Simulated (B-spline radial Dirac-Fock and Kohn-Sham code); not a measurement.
## What relativity does to the binding energies of Au¹³⁺

System: Au¹³⁺ in the configuration [Kr] 4d10 4f14 5s2 5p4.

Both columns are ΔSCF binding energies of the configuration average from a B-spline atomic structure program: non-relativistic Hartree-Fock with a point nucleus, and Dirac-Fock with a finite nucleus and the Coulomb interaction alone, averaged over the two j levels with weights 2j+1.

```
shell  Hartree-Fock (eV)  Dirac-Fock (eV)  shift (eV)  shift (%)
   1s            73841.6          81431.4    +7589.78     +10.28
   2s            12654.4          14691.7    +2037.24     +16.10
   2p            12153.8          12840.3     +686.49      +5.65
   3s             3204.8           3715.2     +510.45     +15.93
   3p             2968.9           3162.4     +193.51      +6.52
   3d             2533.9           2514.9      -19.03      -0.75
   4s              906.5           1036.3     +129.76     +14.31
   4d              614.7            609.6       -5.08      -0.83
   4f              360.9            346.6      -14.28      -3.96
   5s              326.4            355.8      +29.46      +9.03
   5p              288.9            298.5       +9.60      +3.33
```

Relativity binds 1s, 2s, 2p, 3s, 3p, 4s, 5s, 5p more strongly, among those listed most of all 2s in relative terms, and 3d, 4d, 4f more weakly, because the contracted s and p shells screen the nucleus better.

Values without a named source are computed, but for edge energies of neutral atoms, which are taken from tables.
